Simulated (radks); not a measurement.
Question: Ne3+, 7 electrons, occupied as [He] 2s1 2p4 (not the ground configuration). Calculated with a radial shooting solver on a logarithmic mesh with Libxc functionals: Dirac Kohn-Sham, PBE, spin-unpolarised, spherical densities, point nucleus; open shells are shared between the two j in proportion to 2j + 1. Some entries of the table are withheld. Estimate them.

orbital     occ.  eigenvalue (hartree)  <r^2> (bohr^2)  <1/r> (bohr^-1)
1s1/2          2             -33.55075             (1)            9.638
2s1/2          1              -3.77677             (2)              (3)
2p1/2    1.33333              -2.93738          0.7173              (4)
2p3/2    2.66667              -2.93178          0.7197              (5)

Answer: 
(1) 1s1/2 <r^2> (bohr^2): 0.03355
(2) 2s1/2 <r^2> (bohr^2): 0.7571
(3) 2s1/2 <1/r> (bohr^-1): 1.827
(4) 2p1/2 <1/r> (bohr^-1): 1.726
(5) 2p3/2 <1/r> (bohr^-1): 1.721
